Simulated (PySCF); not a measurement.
# What builds the second ionisation energy along the 4d series

All values are computed (PySCF 2.14, energy differences of UHF-based or UKS calculations, no spin-orbit coupling). Each column adds one step, in eV (sums use unrounded values): valence MP2, valence CCSD, valence triples, then the next inner shell at CCSD(T) (Zr 4s 4p, Nb 4s 4p, Mo 4s 4p, Tc 4s 4p, Ru 4s 4p, Rh 4s 4p, Pd 4s 4p, Ag 4s 4p, Cd 4s 4p). References (NIST) marked * lie between the lowest fine-structure levels; the others compare directly ((s) semi-empirical, (t) theoretical).

```json
{"element": "Zr [Kr] 4d2 5s1 → [Kr] 4d2 (x2c-TZVPPall, spin-free X2C)", "UHF": "12.285", "+ MP2": "0.219", "+ CCSD": "0.068", "+ (T)": "0.004", "+ inner shell": "0.399", "sum": "12.974", "reference": "13.13 *"}
{"element": "Nb [Kr] 4d4 → [Kr] 4d3 (x2c-TZVPPall, spin-free X2C)", "UHF": "13.068", "+ MP2": "0.540", "+ CCSD": "0.077", "+ (T)": "0.014", "+ inner shell": "0.307", "sum": "14.007", "reference": "14.32 (s) *"}
{"element": "Mo [Kr] 4d5 → [Kr] 4d4 (x2c-TZVPPall, spin-free X2C)", "UHF": "15.083", "+ MP2": "0.661", "+ CCSD": "0.043", "+ (T)": "0.020", "+ inner shell": "0.199", "sum": "16.006", "reference": "16.16 ± 0.12 (s) *"}
{"element": "Tc [Kr] 4d5 5s1 → [Kr] 4d5 (x2c-TZVPPall, spin-free X2C)", "UHF": "14.249", "+ MP2": "0.545", "+ CCSD": "0.019", "+ (T)": "0.020", "+ inner shell": "0.267", "sum": "15.100", "reference": "15.26 (s)"}
{"element": "Ru [Kr] 4d7 → [Kr] 4d6 (x2c-TZVPPall, spin-free X2C)", "UHF": "14.918", "+ MP2": "1.401", "+ CCSD": "-0.078", "+ (T)": "0.073", "+ inner shell": "0.047", "sum": "16.361", "reference": "16.76 ± 0.06 (s) *"}
{"element": "Rh [Kr] 4d8 → [Kr] 4d7 (x2c-TZVPPall, spin-free X2C)", "UHF": "16.151", "+ MP2": "1.682", "+ CCSD": "-0.189", "+ (T)": "0.087", "+ inner shell": "0.039", "sum": "17.771", "reference": "18.08 (s) *"}
{"element": "Pd [Kr] 4d9 → [Kr] 4d8 (x2c-TZVPPall, spin-free X2C)", "UHF": "17.432", "+ MP2": "1.942", "+ CCSD": "-0.300", "+ (T)": "0.100", "+ inner shell": "0.019", "sum": "19.192", "reference": "19.43 ± 0.12 (s) *"}
{"element": "Ag [Kr] 4d10 → [Kr] 4d9 (x2c-TZVPPall, spin-free X2C)", "UHF": "19.710", "+ MP2": "2.025", "+ CCSD": "-0.386", "+ (T)": "0.096", "+ inner shell": "-0.081", "sum": "21.364", "reference": "21.484 *"}
{"element": "Cd [Kr] 4d10 5s1 → [Kr] 4d10 (x2c-TZVPPall, spin-free X2C)", "UHF": "15.568", "+ MP2": "1.109", "+ CCSD": "-0.168", "+ (T)": "0.056", "+ inner shell": "0.085", "sum": "16.650", "reference": "16.908"}
```

What remains against the references is mostly basis incompleteness and, for starred values, spin-orbit coupling.

These are valence bases, so the inner-shell step is incomplete.
